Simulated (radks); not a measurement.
Initial-state core-level shifts of neutral iridium when its valence configuration changes from [Xe] 4f14 5d7 6s2. Method: Dirac Kohn-Sham, BLYP, spin-unpolarised, spherical densities, finite nucleus; open shells are shared between the two j in proportion to 2j + 1; Fermi nuclear charge, rms radius 5.4032 fm; computed with a radial shooting solver on a logarithmic mesh with Libxc functionals. Shifts are changes of the shell-averaged eigenvalues in eV (positive: less bound); the change of the density at the nucleus, which sets a Mossbauer isomer shift, is in e/bohr^3, on a base of 1.821e+06.

valence,1s,3s,4p,5p,density at nucleus
4f14 5d6 6s2 6p1,-4.713,-4.791,-4.774,-4.447,+49.7
4f14 5d6.5 6s2 6p0.5,-2.358,-2.396,-2.389,-2.243,+24.5
4f14 5d4 6s2 6p3,-14.408,-14.673,-14.576,-13.209,+158.6
4f13 5d8 6s2,-11.086,-13.986,-11.695,-2.901,+131.6
4f14 5d7 6s1.5 6p0.5,-0.984,-0.967,-0.969,-0.977,-49.1
4f12 5d9 6s2,-22.656,-28.663,-23.716,-5.748,+269.0
4f14 5d7.5 6s1.5,+1.290,+1.341,+1.335,+1.206,-67.6
4f12 5d8 6s2 6p1,-27.889,-33.978,-29.000,-10.647,+325.1
4f13.5 5d7.5 6s2,-5.481,-6.905,-5.804,-1.458,+65.1
